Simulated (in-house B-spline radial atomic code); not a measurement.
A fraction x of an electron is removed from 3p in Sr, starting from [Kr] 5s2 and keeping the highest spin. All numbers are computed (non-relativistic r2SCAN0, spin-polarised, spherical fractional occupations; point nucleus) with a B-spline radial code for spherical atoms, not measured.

Caution: exact exchange at fractional occupations of open shells leaves self-interaction of up to several eV.

```
   x  E(x) - E(0) (eV)  3p down level (eV)
   0            0.0000            -266.945
0.09           24.1140            -268.925
 0.2           53.8301            -271.374
0.28           75.6119            -273.173
0.49          133.4799            -277.967
 0.5          136.2607            -278.198
0.57                 ?                   ?
0.66          181.0691            -281.917
0.85          235.0581            -286.399
0.95                 ?                   ?
   1          278.2865            -289.985
```

What belongs in the row x = 0.57?

An energy change of 155.7912 eV; 3p down at -279.818 eV.

What belongs in the row x = 0.95?

An energy change of 263.8172 eV; 3p down at -288.786 eV.

Check Janak's theorem between x = 0.09 and 0.2.

The slope of the energy is 270.15 eV; the orbital levels give 270.15 eV (-ε of the emptying orbital, averaged over the two points).
